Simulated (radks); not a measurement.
Dipole-allowed excitations along the series with 36 electrons in [Kr]. All-electron calculation, scalar-relativistic Kohn-Sham, LB94 model potential, spin-polarised, spherical densities, finite nucleus; Fermi nuclear charge, rms radius of each element as measured or else 0.836 A^(1/3) + 0.57 fm. Program: a radial shooting solver on a logarithmic mesh with Libxc functionals. Time-dependent linear response with the Hartree and adiabatic LDA kernel, continuum included through the Sternheimer equations, no spin-orbit coupling, so fine structure and intercombination lines are absent. Lines are the poles of the dipole polarisability below minus the highest occupied eigenvalue, found on a grid refined at the orbital gaps; the lowest seven at most are given, and weak or close lines can be missed. The first line takes the name of the lowest orbital gap if no other gap lies below it; otherwise a line is named after a gap within 0.6 % of it, if that gap stands alone.

\begin{tabular}{lrrrrr}
species & -e(HOMO) (eV) & lowest orbital gap (eV) & first line (eV) & f & static alpha (bohr^3) \\ \hline
Rh9+ & 208.97 & 4p-4d 52.806 & 66.481 (4p-4d) & 5.17 & 0.9851 \\
Pd10+ & 240.21 & 4p-4d 56.877 & 71.506 (4p-4d) & 5.03 & 0.8278 \\
Ag11+ & 273.30 & 4p-4d 60.957 & 76.504 (4p-4d) & 4.89 & 0.7032 \\
Cd12+ & 308.22 & 4p-4d 65.054 & 81.492 (4p-4d) & 4.76 & 0.6029 \\
In13+ & 344.96 & 4p-4d 69.173 & 86.481 (4p-4d) & 4.63 & 0.5212 \\
Sn14+ & 383.53 & 4p-4d 73.321 & 91.480 (4p-4d) & 4.52 & 0.4537 \\
\end{tabular}
